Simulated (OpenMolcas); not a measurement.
Cr4+: moving or changing the point charges

Cr4+ among 4 point charges of -1.5 e arranged as a square (D4h), 1.67 Å from the ion.
```
   1.6700    0.0000    0.0000  -1.50
   0.0000    1.6700    0.0000  -1.50
  -1.6700    0.0000    0.0000  -1.50
   0.0000   -1.6700    0.0000  -1.50
```

```
Program             : OpenMolcas 26.06
Method              : SS-CASPT2, IPEA 0.25 Eh, imaginary shift 0.1 Eh (closed shells correlated: 3s 3p)
Basis               : ANO-RCC-VDZP [5s4p2d1f]
Scalar Hamiltonian  : DKH2, point nucleus
Active space        : 2 electrons in 5 orbitals (3d)
State averaging     : 2S+1 = 3 even, 10 roots; 2S+1 = 1 even, 15 roots
Spin-orbit coupling : state interaction with AMFI integrals over the reference wave functions
```

Runs around this geometry, states (labels of D4, the rotations of D4h). Energies in cm-1 above the lowest state or level, χT in cm3 K/mol.

```json
{"R (Å)": "1.67", "q (e)": "-0.98", "Ground state": "3A2", "First state of that spin": "3E 430", "First gap with spin-orbit (degeneracies)": "190 (1, 2)", "χT at 300 K": "0.526", "First state of another spin": "1B2 13640"}
{"R (Å)": "1.55", "q (e)": "-1.5", "Ground state": "3A2", "First state of that spin": "3E 660", "First gap with spin-orbit (degeneracies)": "160 (1, 2)", "χT at 300 K": "0.560", "First state of another spin": "1B2 14130"}
{"R (Å)": "1.67", "q (e)": "-1.5", "Ground state": "3A2", "First state of that spin": "3E 560", "First gap with spin-orbit (degeneracies)": "180 (1, 2)", "χT at 300 K": "0.537", "First state of another spin": "1B2 13980"}
{"R (Å)": "1.84", "q (e)": "-1.5", "Ground state": "3A2", "First state of that spin": "3E 900", "First gap with spin-orbit (degeneracies)": "150 (1, 2)", "χT at 300 K": "0.589", "First state of another spin": "1B2 13730"}
```

Scaling the charges by -0.98 / -1.5 = 0.65 scales the first state of the same spin by 430 / 560 = 0.77; with fixed orbitals a first-order splitting would follow the charge.

Free-ion shares, where given, are those of the reference states; single-state CASPT2 does not remix them. Spin-orbit coupling mixes the spin-free states strongly: the lowest level takes only 62 % from its leading state, 3A2 (figures for R = 1.67, q = -0.98; the like holds for R = 1.67, q = -1.5). This is an electrostatic model: the charges have no orbitals. No measured value stands beside these numbers.
